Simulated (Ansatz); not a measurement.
H5BSi2, SMILES `[SiH2]=B[SiH3]` (charge 0, multiplicity 1).

These are B3LYP/cc-pVTZ // PBE0-D3(BJ)/def2-TZVP (Ansatz, a quantum-chemistry and plane-wave program) values and carry that method's errors.

Ansatz 0.2 input:
```yaml
crystal:
  periodic: [false, false, false]
  atoms:
    - { symbol: Si, position_ang: [2.11747, -0.154823, -0.023277] }
    - { symbol: B, position_ang: [0.288569, -0.098635, 0.042341] }
    - { symbol: Si, position_ang: [-1.670291, 0.076456, 0.045993] }
    - { symbol: H, position_ang: [2.900241, 0.901769, -0.699863] }
    - { symbol: H, position_ang: [2.887156, -1.256338, 0.594124] }
    - { symbol: H, position_ang: [-2.255018, 0.211577, 1.406981] }
    - { symbol: H, position_ang: [-1.898519, 1.348026, -0.702693] }
    - { symbol: H, position_ang: [-2.369608, -1.028032, -0.663608] }
basis:
  gaussian: { orbitals: cc-pVTZ }
hamiltonian:
  xc: b3lyp
```

Output:

```
Functional definition: B3LYP
1080 factors; their error is unknown
mean field evaluation 1: about -16510.2141 eV, gradient 2.1e1 eV
mean field evaluation 2: about -16508.7515 eV, gradient 2.6e1 eV
mean field evaluation 4: about -16511.8010 eV, gradient 1.3e0 eV
mean field evaluation 8: about -16511.8451 eV, gradient 2.6e-2 eV
mean field -16511.84506798 eV, -606.7991141176 hartree, gradient 6.1e-5 eV, S^2 0.000000; 0 other end points of the search recorded, 0 dependent functions left out
reference -16511.84534935 eV, -606.7991244579 hartree; 19, 19 occupied and 149, 149 virtual orbitals, 1080 factors
Total energy: -16511.84534935 eV, -606.7991244579 hartree
```
